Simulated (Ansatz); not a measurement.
CH$_{6}$BN$_{2}$P, SMILES `CN1BNP1`, relaxed with RKS PBE0-D4/def2-TZVP in the Gaussian-basis code of Ansatz from a PBE-D4/def2-SVP geometry. The force threshold is 0.005 eV/Å; the program also tests the step.

Total charge 0; spin multiplicity 1.

Start:

```xyz
11

C    -0.858    0.512   -1.356
N    -0.048    0.128   -0.235
B     0.641   -1.044    0.224
N     1.029   -0.609    1.556
P     0.495    1.030    1.186
H    -0.474    1.428   -1.859
H    -1.919    0.706   -1.073
H    -0.858   -0.305   -2.106
H     0.868   -2.087   -0.357
H     1.879   -0.828    2.076
H    -0.755    1.069    1.943
```

| step | energy (eV) | largest force (eV/Å) | largest move (Å) |
| --- | --- | --- | --- |
| 1 | -14074.0824 | 1.129 | 0.000 |
| 2 | -14074.1408 | 0.779 | 0.031 |
| 3 | -14074.1556 | 0.063 | 0.022 |
| 4 | -14074.1559 | 0.061 | 0.018 |
| 5 (rejected) | -14074.1556 | 0.119 | 0.016 |
| 6 | -14074.1566 | 0.019 | 0.008 |
| 7 | -14074.1568 | 0.041 | 0.013 |
| 8 | -14074.1569 | 0.007 | 0.004 |
| 9 | -14074.1569 | 0.007 | 0.002 |
| 10 | -14074.1569 | 0.003 | 0.002 |

End:

```xyz
11

C    -0.853    0.507   -1.349
N    -0.077    0.121   -0.212
B     0.623   -1.037    0.224
N     1.030   -0.588    1.534
P     0.480    1.006    1.163
H    -0.452    1.406   -1.827
H    -1.898    0.702   -1.086
H    -0.838   -0.299   -2.086
H     0.848   -2.058   -0.352
H     1.864   -0.803    2.050
H    -0.727    1.044    1.942
```

It took 2.1 min on 4 threads of a server CPU on a shared host, with 0.5 GiB of host memory at the peak.
